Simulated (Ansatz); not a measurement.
One change: `I[SiH]1CO1` becomes `[SiH3]S[SiH]1CO1`.

Ansatz, PBE0-D4/def2-TZVP geometries, multiplicity 1. Each molecule was computed in one conformer, which needn't be the lowest.

Elements past krypton have def2 core potentials.

```
                                        property  `I[SiH]1CO1`
size of the dipole moment (B3LYP/def2-TZVPP) / D          1.65
         HOMO–LUMO gap (ωB97M-V/def2-TZVPP) / eV         10.78
             HOMO energy (B3LYP/def2-TZVPP) / eV         -7.38
           HOMO–LUMO gap (B3LYP/def2-TZVPP) / eV          6.35
             LUMO energy (B3LYP/def2-TZVPP) / eV         -1.03
              HOMO energy (PBE0/def2-TZVPP) / eV         -7.60
```

Question: What does the change do to each property? (Estimate.)

Answer: Ansatz gave: 
| property | `[SiH3]S[SiH]1CO1` | shift |
| --- | --- | --- |
| size of the dipole moment (B3LYP/def2-TZVPP) / D | 2.08 | 0.43 |
| HOMO–LUMO gap (ωB97M-V/def2-TZVPP) / eV | 10.94 | 0.16 |
| HOMO energy (B3LYP/def2-TZVPP) / eV | -7.21 | 0.17 |
| HOMO–LUMO gap (B3LYP/def2-TZVPP) / eV | 6.58 | 0.23 |
| LUMO energy (B3LYP/def2-TZVPP) / eV | -0.63 | 0.40 |
| HOMO energy (PBE0/def2-TZVPP) / eV | -7.43 | 0.17 |

With PBE0 the HOMO rises by 0.17 eV and the LUMO rises by 0.35 eV, so the gap widens by about 0.18 eV. PBE moves the HOMO by 0.20 eV and ωB97M-V by 0.14 eV. Dipoles are sizes alone; their direction can turn.

B3LYP here is the variant with VWN-RPA as its local correlation; programs differ in this.

Spin–orbit coupling is left out; it splits and shifts lone-pair levels of the heavy atoms by tenths of an eV.
